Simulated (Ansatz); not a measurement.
Reaction (ligand exchange at the As–O bond): `O[AsH2]` + CH₃OH → `CO[AsH2]` + H₂O

Isolated molecules relaxed with PBE0-D4/def2-TZVP in Ansatz; ΔE leaves out vibrations. CCSD(T)/CBS adds triple-zeta CCSD(T) − MP2 to the extrapolated MP2 energy (def2 sets, frozen cores). This one scheme is used for every species. Functionals use def2-TZVPP. B3LYP here is the variant with VWN-RPA as its local correlation; programs differ in this. For As outer-core shells are correlated without core-valence functions, which leaves a few kJ/mol of doubt a bond. Scalar relativity is left out up to krypton.

`O[AsH2]`:

Cartesian coordinates in Å:
```
O 0.423 -0.636 0.807
As 0.112 0.456 -0.592
H 1.375 -0.727 0.901
H -0.974 -0.409 -1.227
H -0.936 1.317 0.111
```

CH₃OH:

Z-matrix (Å, degrees):
```
C
O 1 1.409
H 1 1.097 2 112.4
H 1 1.090 2 107.0 3 -118.5
H 1 1.097 2 112.4 3 123.0
H 2 0.959 1 108.5 3 -61.6
```

`CO[AsH2]`:

Cartesian coordinates in Å:
```
C 0.704 0.674 -0.248
O 0.741 -0.429 0.624
As -0.741 -1.407 0.803
H -0.048 1.410 0.064
H 0.479 0.367 -1.277
H 1.689 1.146 -0.228
H -1.090 -1.519 -0.691
H -1.733 -0.242 0.953
```

H₂O:

```xyz
3

O    -0.012   -0.302    0.245
H    -0.608   -0.119   -0.484
H     0.619    0.421    0.239
```

Question: Is it downhill or uphill in electronic energy at CCSD(T)/CBS, and by how much? (Best estimate.)

Answer: Ansatz gave: Downhill: ΔE = -3.7 kcal/mol.

Question: What do these levels give: revPBE-D4, B97M-V, r2SCANh-D4, r2SCAN0-D4, PBE, B3LYP, BHLYP, CCSD/def2-SVP, HF/def2-TZVPP, MP2/def2-TZVPP, SCS-MP2/def2-TZVPP, MP2/def2-QZVPP? (An estimate is asked.)

Answer: Ansatz gave: revPBE-D4 -3.4, B97M-V -3.2, r2SCANh-D4 -2.7, r2SCAN0-D4 -2.7, PBE -2.1, B3LYP -1.7, BHLYP -1.9, CCSD/def2-SVP -2.4, HF/def2-TZVPP -1.3, MP2/def2-TZVPP -4.0, SCS-MP2/def2-TZVPP -3.2, MP2/def2-QZVPP -4.1 kcal/mol.

Largest T1 diagnostic among the species: 0.012.

At CCSD(T), def2-SVP lies +1.0 kcal/mol from the extrapolated value and def2-TZVPP +0.3 kcal/mol. In def2-TZVPP, CCSD(T) changes the Hartree–Fock value by −2.1 kcal/mol (the triples alone add −0.4 kcal/mol) and MP2 by −2.6 kcal/mol. Leaving LDA and LC-ωPBE aside and taking each functional with its dispersion term where it has one, the values, not all of them listed here, spread over 0.8 kcal/mol, from revPBE-D4 to B2PLYP. LDA lies −1.5 kcal/mol from PBE without D4.
